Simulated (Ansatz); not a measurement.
Harmonic frequencies (cm⁻¹) at PBE0-D4/def2-TZVP from Ansatz: 72, 96, 270, 412, 415, 515, 568, 640, 1008, 1014, 1054, 1275, 1438, 1652, 2012, 3120, 3159, 3200.

Each molecule was computed in one conformer, which needn't be the lowest.

**Question.** Which molecule is it?
A. `[NH2][Ga]([SH])[SH]`
B. `[CH3][Ga]([SH])[Br]`
C. `[SiH3][O][GaH][Br]`
D. `C=[CH][GaH][Cl]`

**Answer.** D.
